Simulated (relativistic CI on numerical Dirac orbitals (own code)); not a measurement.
Slater and spin-orbit integrals, Ne8+

Calculated at this level of theory: Dirac-Coulomb-Breit CI, KLI orbitals optimised for each configuration, QED by a radiative potential, unscaled Slater integrals (own radial code, finite nucleus).

Slater integrals F^k, G^k are unscaled and averaged over j, outside the closed core (none); ζ comes from projecting the Hamiltonian with its Breit term on Σ l·s of the shell.

- 1s2s: G^0(1s,2s) = 41910 cm⁻¹; <r>(1s) = 0.1508, <r^2>(1s) = 0.03045, <r>(2s) = 0.6397, <r^2>(2s) = 0.477 (bohr units).
- 1s2p: G^1(1s,2p) = 92311, ζ(2p) = 1669.6 cm⁻¹; <r>(1s) = 0.1509, <r^2>(1s) = 0.03047, <r>(2p) = 0.5457, <r^2>(2p) = 0.3586 (bohr units).
- 1s3s: G^0(1s,3s) = 11046 cm⁻¹; <r>(1s) = 0.1503, <r^2>(1s) = 0.03019, <r>(3s) = 1.458, <r^2>(3s) = 2.415 (bohr units).

Averages of the first 10 configurations, taken without configuration mixing, which lowers the lowest level and can move excited configurations by several eV; other configurations of the list can lie among them:

```
Configuration  Parity  States  Average energy above the lowest level (eV)
          1s²    even       1                                         0.0
         1s2s    even       4                                       906.5
         1s2p     odd      12                                       915.7
         1s3s    even       4                                      1068.5
         1s3p     odd      12                                      1071.1
         1s3d    even      20                                      1072.0
         1s4s    even       4                                      1124.2
         1s4p     odd      12                                      1125.2
         1s4d    even      20                                      1125.6
         1s4f     odd      28                                      1125.6
```
